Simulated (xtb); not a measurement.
thulium atom (Tm), doublet (GFN-xTB shapes and energies of metal compounds can be far from the true ones) (GFN-xTB holds the 4f electrons in the core, so unpaired electrons go into valence orbitals and the state isn't the physical one). Base run: xtb with GFN2-xTB.

Geometry (Å):
```xyz
1

Tm     0.0000     0.0000     0.0000
```
Charge 0, spin multiplicity 2.
All else is at xtb's defaults.
Base energy -0.83197 Eh.

The base run was repeated with changes; each row names its change, and settings that it needs were set with it.

```json
[
 {"change": "base", "ΔE vs base (mEh)": "0.000", "G_solv (kcal/mol)": "-", "SCF cycles": "25"},
 {"change": "alpb = toluene", "ΔE vs base (mEh)": "2.208", "G_solv (kcal/mol)": "1.39", "SCF cycles": "25"},
 {"change": "file = coord", "ΔE vs base (mEh)": "0.000", "G_solv (kcal/mol)": "-", "SCF cycles": "25"},
 {"change": "etemp = 5000", "ΔE vs base (mEh)": "-47.252", "G_solv (kcal/mol)": "-", "SCF cycles": "19"},
 {"change": "alpb = cs2", "ΔE vs base (mEh)": "4.980", "G_solv (kcal/mol)": "3.13", "SCF cycles": "25"},
 {"change": "acc = 0.1", "ΔE vs base (mEh)": "0.000", "G_solv (kcal/mol)": "-", "SCF cycles": "35"},
 {"change": "acc = 1000", "ΔE vs base (mEh)": "0.000", "G_solv (kcal/mol)": "-", "SCF cycles": "11"},
 {"change": "etemp = 1000", "ΔE vs base (mEh)": "-5.547", "G_solv (kcal/mol)": "-", "SCF cycles": "19"}
]
```

ALPB and GBSA are two models with their own fitted parameters for each solvent, which aren't always the measured dielectric constant.
